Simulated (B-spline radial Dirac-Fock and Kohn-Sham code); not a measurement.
ΔSCF core binding energies without Breit or QED terms, calculated with a B-spline atomic structure program.

A sound run for the Cu⁺ ion, [Ar] 3d10: The ground state converged in 11 iterations, with total energy -1653.21378 Ha, virial ratio 1.98240 and highest orbital energy -21.70 eV. ΔSCF binding energies: K (1s) 9012.2 eV, L3 (2p3/2) 949.5 eV, M5 (3d5/2) 17.21 eV.

A second run, with one unsound setting: The ground state had not converged after 54 iterations, with total energy -1653.21288 Ha, virial ratio 1.98169 and highest orbital energy -21.21 eV. ΔSCF binding energies: K (1s) 9013.0 eV, L3 (2p3/2) 950.2 eV, M5 (3d5/2) 17.63 eV (not all states converged, so these are not final).

```
iter   energy (Ha)        error
   1    -1652.22623419  1.05e+00
   2    -1652.27012933  2.42e-01
   3    -1652.37714387  2.26e-01
   4    -1652.47285269  2.11e-01
   5    -1652.55833021  1.97e-01
   6    -1652.63456451  1.84e-01
   7    -1652.70246247  1.72e-01
   8    -1652.76285473  1.60e-01
   9    -1652.81650056  1.50e-01
  17    -1653.07392083  8.38e-02
  25    -1653.16651048  4.72e-02
  33    -1653.19814102  2.64e-02
  41    -1653.20861879  1.75e-02
  49    -1653.21204575  1.27e-02
  54    -1653.21288481  1.04e-02
```

Task: Which fault fits the second run best?
A. damping too heavy
B. overfilled shell
C. functional not served
D. too few quadrature points

Result: A. The input had damp = 0.97; ndamp = 100: damp is so close to 1 that the orbitals hardly move in each step.
